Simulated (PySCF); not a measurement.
Isomers of C7H13N3, mass 139.111 u with the commonest isotopes. Theory: PBE0/pcSseg-1 in PySCF (dipole) on a GFN2-xTB geometry, gas phase. One conformer each, none proved a minimum here; rigid rotors.

Question: Order these by radius of gyration √(Σ m r²/M), largest first.
A. `[CH3:1][CH2:2][C@H:3]([CH3:4])[n:5]1[n:6][cH:7][c:8]([CH3:9])[n:10]1` with C1–C2–C3–C4 -175°, C2–C3–N5–N6 -123°
B. `[CH3:1][CH2:2][CH2:3][n:4]1[c:5]([CH3:6])[n:7][n:8][c:9]1[CH3:10]` with C1–C2–C3–N4 180°, C2–C3–N4–C5 88°
C. `[CH3:1][c:2]1[n:3][n:4][n:5]([CH:6]([CH3:7])[CH3:8])[c:9]1[CH3:10]` with N4–N5–C6–C7 -61°

Answer: B (2.279 Å), A (2.227 Å), C (2.205 Å).

Question: Order these by rotational constant A, smallest first.
A. `CN1C=C(C(C)(C)C)N=N1`
B. `[CH3:1][CH2:2][C@H:3]([CH3:4])[n:5]1[n:6][cH:7][c:8]([CH3:9])[n:10]1` with C1–C2–C3–C4 -175°, C2–C3–N5–N6 -123°
C. `[CH3:1][c:2]1[n:3][n:4][n:5]([CH:6]([CH3:7])[CH3:8])[c:9]1[CH3:10]` with N4–N5–C6–C7 -61°
D. `[CH3:1][CH2:2][CH2:3][n:4]1[c:5]([CH3:6])[n:7][n:8][c:9]1[CH3:10]` with C1–C2–C3–N4 180°, C2–C3–N4–C5 88°

Answer: D (1878 MHz), B (2218 MHz), C (2464 MHz), A (2895 MHz).

Question: Order these by rotational constant B, largest first.
A. `[CH3:1][CH2:2][CH2:3][n:4]1[c:5]([CH3:6])[n:7][n:8][c:9]1[CH3:10]` with C1–C2–C3–N4 180°, C2–C3–N4–C5 88°
B. `CN1C=C(C(C)(C)C)N=N1`
C. `[CH3:1][CH2:2][C@H:3]([CH3:4])[n:5]1[n:6][cH:7][c:8]([CH3:9])[n:10]1` with C1–C2–C3–C4 -175°, C2–C3–N5–N6 -123°
D. `[CH3:1][c:2]1[n:3][n:4][n:5]([CH:6]([CH3:7])[CH3:8])[c:9]1[CH3:10]` with N4–N5–C6–C7 -61°

Answer: A (1056 MHz), D (956.4 MHz), C (906.1 MHz), B (855.1 MHz).

```tsv
SMILES	point group	Ia (u·Å²)	Ib (u·Å²)	Ic (u·Å²)	κ	μa (D)	μb (D)	μc (D)
CCCn1c(C)nnc1C	Cs	269.04	478.49	697.16	-0.43	6.18	0.01	1.53
Cc1nnn(C(C)C)c1C	Cs	205.07	528.43	619.20	-0.83	1.31	4.55	0.00
CC[C@H](C)n1ncc(C)n1	C1	227.88	557.78	594.54	-0.92	0.10	0.05	0.49
Cn1cc(C(C)(C)C)nn1	near Cs	174.56	591.01	652.59	-0.92	1.30	4.02	0.02
```
